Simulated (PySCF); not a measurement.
## Mg⁺: ionisation energy

Mg⁺ [Ne] 3s1 (2S) → Mg²⁺ [Ne] (1S), as a difference of total energies. Computed with PySCF 2.14 in aug-cc-pCVTZ, with the non-relativistic Hamiltonian (point nucleus). Correlated levels: valence and next inner shell: 1s2 frozen; nothing frozen. The calculations carry no spin-orbit coupling.

```csv
method,ionisation energy (eV),error (eV)
UHF,14.723,-0.312
LDA,15.348,+0.313
PBE,15.335,+0.300
PBE0,15.231,+0.196
r2SCAN,15.020,-0.015
wB97X-V,15.040,+0.005
r2SCANh,15.026,-0.009
PBEsol,15.171,+0.136
MP2 (valence and next inner shell),14.928,-0.107
SCS-MP2 (valence and next inner shell),14.883,-0.152
MP2 (all electrons),14.925,-0.110
SCS-MP2 (all electrons),14.882,-0.153
```

Reference: 15.035 eV (measured; NIST Atomic Spectra Database, ionization energies).

Errors of the correlated levels include the incompleteness of this basis and the frozen core.
